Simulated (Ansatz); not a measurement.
`BC#CF` + `[NH2][GaH2]` → `B[NH][GaH2]` + `C#CF` at 600 K and 1 bar (ligand exchange at a B–C bond).

Isolated molecules relaxed with PBE0-D4/def2-TZVP in Ansatz; ΔE leaves out vibrations. CCSD(T)/CBS adds triple-zeta CCSD(T) − MP2 to the extrapolated MP2 energy (def2 sets, frozen cores). This one scheme is used for every species. For Ga outer-core shells are correlated without core-valence functions, which leaves a few kJ/mol of doubt a bond. Scalar relativity is left out up to krypton.

```
      species  CCSD(T)/CBS energy (Eh)  H − E (kJ/mol)  S (J/(mol·K))
      `BC#CF`               -201.77815           123.8          330.8
`[NH2][GaH2]`              -1981.05479           138.9          317.7
`B[NH][GaH2]`              -2006.47671           181.8          368.0
       `C#CF`               -176.38388            82.8          269.3
```

H − E and S are ideal-gas, rigid-rotor, harmonic terms from PBE0-D4/def2-TZVP. 1 Eh = 2625.50 kJ/mol, R = 8.31446 J/(mol·K).

Problem. By hand: ΔE, ΔH, ΔS and ΔG.

Solution. ΔE = (-2006.47671) + (-176.38388) − (-201.77815) − (-1981.05479) = -0.02765 Eh = -72.6 kJ/mol. Δ(H − E) = 181.8 + 82.8 − 123.8 − 138.9 = 1.9, so ΔH = -70.7 kJ/mol. ΔS = 368.0 + 269.3 − 330.8 − 317.7 = -11.2 J/(mol·K). ΔG = -70.7 − 600 × (-11.2)/1000 = -64.0 kJ/mol.

Problem. By hand: the equilibrium constant, and the temperature at which ΔG would vanish if ΔH and ΔS stayed fixed.

Solution. log₁₀ K = −ΔG/(RT ln 10) = 5.6. ΔG = 0 at ΔH/ΔS = 6312 K, far beyond where these terms or the molecules hold.

The number of gas molecules stays the same, so ΔS is small and ΔH decides. A doubt of 5 kJ/mol in ΔE shifts log₁₀ K by 0.4 here. These are equilibria of isolated gas molecules and say nothing of rates. Largest T1 diagnostic: 0.014 (customary marks: 0.02 for closed shells, 0.045 for open ones).
